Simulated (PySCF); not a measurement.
**Spinor energies of In³⁺ (indium, charge +3)**

Start: [Kr] 4d9 5s1; 4d3/2 filled at m_j = -3/2, -1/2, +1/2, +3/2; 4d5/2 filled at m_j = -3/2, -1/2, +1/2, +3/2, +5/2; 5s1/2 filled at m_j = +1/2. Calculated with PySCF 2.14 in x2c-TZVPall-2c with one added diffuse shell each of s, p, d, f type (9s10p6d3f, 90 functions): generalised Hartree-Fock with the X2C-1e Hamiltonian and a Gaussian nucleus; one run each with spin-orbit coupling (SO) switched off, then screened by Boettger's factors. This is a chosen level, not necessarily the ground level.

| spinor shell | electrons | ε, spin-free (eV) | ε, screened SO (eV) | weight of nominal j (screened SO) | rms radius, screened SO (bohr) |
| --- | --- | --- | --- | --- | --- |
| 1s1/2 | 2 | -28118.5 | -28116.1 | 1.000 | 0.0340 |
| 2s1/2 | 2 | -4332.5 | -4331.8 | 1.000 | 0.139 |
| 2p1/2 | 2 | -3885.4 | -4031.6 | 1.000 | 0.120 |
| 2p3/2 | 4 | -3885.4 | -3818.4 | 1.000 | 0.125 |
| 3s1/2 | 2 | -890.88 | -890.67 | 1.000 | 0.371 |
| 3p1/2 | 2 | -740.83 | -768.13 | 1.000 | 0.365 |
| 3p3/2 | 4 | -740.83 | -728.22 | 1.000 | 0.376 |
| 3d3/2 | 4 | -508.50 | -513.35 | 0.999 | 0.350 |
| 3d5/2 | 6 | -508.50 | -505.04 | 0.999 | 0.353 |
| 4s1/2 | 2 | -179.77 | -179.71 | 1.000 | 0.902 |
| 4p1/2 | 2 | -132.25 | -137.97 | 0.987 | 0.961 |
| 4p3/2 | 4 | -132.25 | -129.55 | 0.994 | 0.989 |
| 4d3/2 | 4 | -62.189 | -63.061 | 0.902 | 1.20 |
| 4d5/2 | 5 | -62.189 | -61.519 | 0.922 | 1.21 |
| 5s1/2 | 1 | -38.635 | -38.633 | 1.000 | 2.38 |

```json
{"quantity": "E (hartree)", "spin-free": "-5875.23140", "screened SO": "-5876.52756"}
{"quantity": "M_J", "spin-free": "3", "screened SO": "3"}
{"quantity": "⟨J²⟩", "spin-free": "12.004", "screened SO": "12.004"}
{"quantity": "⟨L²⟩", "spin-free": "6.003", "screened SO": "6.019"}
{"quantity": "⟨S²⟩", "spin-free": "2.000", "screened SO": "2.016"}
```

Each row is a mean over spinors that exchange with the open shell spreads, by up to 6.525 eV (4p3/2).

Breit and QED terms are absent; they matter most for the inner s and p1/2 levels.

Densities and radii are taken from the X2C orbitals without a picture-change correction, which distorts them close to the nucleus.

Without spin-orbit coupling the j labels of p, d and f shells carry no meaning; the spin-free column gives the mean over the occupied spinors of each nl shell.
